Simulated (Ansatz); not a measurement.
Molecule: silicon monosulfide triplet, SiS (charge 0, triplet). This is an excited triplet: at this geometry the singlet lies 2.49 eV lower at CCSD(T)/CBS(aug-cc-pV(T+d)Z,aug-cc-pV(Q+d)Z). 
Geometry from a B3LYP-D3(BJ)/def2-TZVP (Ansatz, an electronic-structure program) optimisation:
```xyz
2

Si     0.0000     0.0000    -1.1689
S      0.0000     0.0000     1.0227
```
Charge 0, spin multiplicity 3.

Basis-set convergence of Hartree-Fock and CCSD(T) correlation energies (hartree) with Ansatz. Cores are frozen in the correlated levels unless marked. Open shells are spin-unrestricted. Spin-orbit coupling is left out. No relativistic terms.

```tsv
basis	functions	E(HF)	E(corr, CCSD(T))
cc-pV(D+d)Z	46	-686.41285	-0.20371
cc-pV(T+d)Z	78	-686.43630	-0.26003
cc-pV(Q+d)Z	128	-686.44183	-0.27734
cc-pV(5+d)Z	200	-686.44284	-0.28337
```

Extrapolating the two largest sets (X = 4 and 5) as X^-3: E(corr) = (125·(-0.28337) - 64·(-0.27734))/61 = -0.2897 Eh, an estimate of the basis-set limit. The largest set recovers 97.8 % of it, the smallest 70.3 %.
